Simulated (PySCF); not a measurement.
C4H8O, charge -1, doublet, at the geometry of the source list (a state made from the parent by changing its charge; the spin is typed, not shown lowest) (in this run its highest filled SCF level lies above zero, so its values depend strongly on the basis, on diffuse functions most of all); DF-PBE0/3-21G (PySCF).

The PySCF input:
```python
from pyscf import gto, scf, dft

mol = gto.Mole()
mol.atom = '''
    C    -0.245900    1.018800   -0.246500
    C     0.922600    0.324600    0.450100
    C     0.735000   -1.117200   -0.021900
    O    -0.660100   -1.310500   -0.198600
    C    -1.327000   -0.058100   -0.156200
    H    -0.545100    1.948100    0.232200
    H     0.002800    1.217400   -1.289600
    H     1.893400    0.728600    0.173400
    H     0.804800    0.385800    1.532600
    H     1.098500   -1.857900    0.695000
    H     1.242300   -1.280400   -0.983300
    H    -1.876500    0.021500    0.792500
    H    -2.044900   -0.020700   -0.979700
'''
mol.basis = '3-21g'
mol.charge = -1
mol.spin = 1
mol.verbose = 4
mol.build()

mf = dft.UKS(mol)
mf.xc = 'pbe0'
mf = mf.density_fit(auxbasis='def2-universal-jkfit')
mf.kernel()
mf.analyze()
```

Output, abridged:

```
PySCF version 2.14.0

[INPUT] verbose = 4
[INPUT] num. atoms = 13
[INPUT] num. electrons = 41
[INPUT] charge = -1
[INPUT] spin (= nelec alpha-beta = 2S) = 1
[INPUT] symmetry False subgroup None
[INPUT] Mole.unit = angstrom
[INPUT] Symbol           X                Y                Z      unit          X                Y                Z       unit  Magmom
[...]
nuclear repulsion = 191.409557743725
number of shells = 41
number of NR pGTOs = 99
number of NR cGTOs = 61
basis = 3-21g
ecp = {}

******** <class 'pyscf.df.df_jk.DFUKS'> ********
method = DFUKS
initial guess = minao
damping factor = 0
level_shift factor = 0
DIIS = <class 'pyscf.scf.diis.CDIIS'>
diis_start_cycle = 1
diis_space = 8
diis_damp = 0
SCF conv_tol = 1e-09
SCF conv_tol_grad = None
SCF max_cycles = 50
direct_scf = False
number electrons alpha = 21  beta = 20
XC library pyscf.dft.libxc version 7.1.2
    S. Lehtola, C. Steigemann, M. J. T. Oliveira, and M. A. L. Marques,  SoftwareX 7, 1–5 (2018)
XC functionals = pbe0
    C. Adamo and V. Barone,  J. Chem. Phys. 110, 6158 (1999)
    M. Ernzerhof and G. E. Scuseria,  J. Chem. Phys. 110, 5029 (1999)
radial grids:
    Treutler-Ahlrichs [JCP 102, 346 (1995); DOI:10.1063/1.469408] (M4) radial grids

becke partition: Becke, JCP 88, 2547 (1988); DOI:10.1063/1.454033
pruning grids: <function nwchem_prune>
grids dens level: 3
symmetrized grids: False
atomic radii adjust function: <function treutler_atomic_radii_adjust>
small_rho_cutoff = 0
Set gradient conv threshold to 3.16228e-05
tot grids = 149024
******** <class 'pyscf.df.df.DF'> ********
auxbasis = def2-universal-jkfit
init E= -231.381294497171

cycle= 1 E= -230.616974093853  delta_E= 0.764  |g|= 0.456  |ddm|= 4.55
cycle= 2 E= -230.538070104025  delta_E= 0.0789  |g|= 0.675  |ddm|= 3.98
cycle= 3 E= -230.720028799025  delta_E= -0.182  |g|= 0.0589  |ddm|= 1.26
cycle= 4 E= -230.72215218622  delta_E= -0.00212  |g|= 0.0362  |ddm|= 0.445
cycle= 5 E= -230.723197693011  delta_E= -0.00105  |g|= 0.00735  |ddm|= 0.387
cycle= 6 E= -230.723454301913  delta_E= -0.000257  |g|= 0.00415  |ddm|= 0.323
cycle= 7 E= -230.723521020625  delta_E= -6.67e-05  |g|= 0.00197  |ddm|= 0.196
cycle= 8 E= -230.723528370379  delta_E= -7.35e-06  |g|= 0.000324  |ddm|= 0.0618
cycle= 9 E= -230.723528828773  delta_E= -4.58e-07  |g|= 0.000137  |ddm|= 0.0163
cycle= 10 E= -230.723528862511  delta_E= -3.37e-08  |g|= 3.49e-05  |ddm|= 0.00468
cycle= 11 E= -230.72352886488  delta_E= -2.37e-09  |g|= 1.11e-05  |ddm|= 0.000968
[...]
converged SCF energy = -230.723528865194  <S^2> = 0.75128415  2S+1 = 2.0012837
Total Energy =                        -230.723528865194197
[...]
spin_pop of  4 C 2s        0.02954
spin_pop of  4 C 3s        0.00152
spin_pop of  4 C 2px       0.03355
spin_pop of  4 C 2py       0.01036
spin_pop of  4 C 2pz      -0.00664
spin_pop of  4 C 3px       0.00717
spin_pop of  4 C 3py       0.00088
spin_pop of  4 C 3pz       0.00013
spin_pop of  5 H 1s        0.09098
spin_pop of  5 H 2s        0.02783
spin_pop of  6 H 1s        0.04264
spin_pop of  6 H 2s        0.03264
spin_pop of  7 H 1s        0.09097
spin_pop of  7 H 2s        0.02783
spin_pop of  8 H 1s        0.04264
spin_pop of  8 H 2s        0.03265
spin_pop of  9 H 1s        0.05134
spin_pop of  9 H 2s        0.01849
spin_pop of  10 H 1s        0.03990
spin_pop of  10 H 2s        0.02632
spin_pop of  11 H 1s        0.03988
spin_pop of  11 H 2s        0.02631
spin_pop of  12 H 1s        0.05135
spin_pop of  12 H 2s        0.01849
 ** Mulliken Spin Density (per atom)  **
spin density of  0 C =      0.08889
spin density of  1 C =      0.08890
spin density of  2 C =      0.07652
spin density of  3 O =      0.00889
spin density of  4 C =      0.07652
spin density of  5 H =      0.11881
spin density of  6 H =      0.07528
spin density of  7 H =      0.11880
spin density of  8 H =      0.07529
spin density of  9 H =      0.06983
spin density of  10 H =      0.06621
spin density of  11 H =      0.06619
spin density of  12 H =      0.06985
 ** Mulliken pop alpha/beta on meta-lowdin orthogonal AOs **
 ** Mulliken pop       alpha | beta **
In total            21.00000 | 20.00000
 ** Mulliken atomic charges   ( Nelec_alpha | Nelec_beta ) **
charge of  0C =     -0.24277  (     3.16583      3.07694 )
charge of  1C =     -0.24277  (     3.16584      3.07694 )
charge of  2C =     -0.03370  (     3.05511      2.97859 )
charge of  3O =     -0.43133  (     4.22011      4.21122 )
charge of  4C =     -0.03367  (     3.05510      2.97858 )
charge of  5H =     -0.01951  (     0.56916      0.45035 )
charge of  6H =      0.00488  (     0.53520      0.45992 )
charge of  7H =     -0.01950  (     0.56915      0.45035 )
charge of  8H =      0.00485  (     0.53522      0.45993 )
charge of  9H =      0.00749  (     0.53117      0.46134 )
charge of  10H =     -0.00071  (     0.53346      0.46725 )
charge of  11H =     -0.00069  (     0.53344      0.46725 )
charge of  12H =      0.00744  (     0.53120      0.46135 )

WARN: System has nonzero charge -1; the dipole moment is origin-dependent.
Location of origin: [0. 0. 0.]

Dipole moment(X, Y, Z, Debye):  0.32744,  0.65025,  0.09863
```
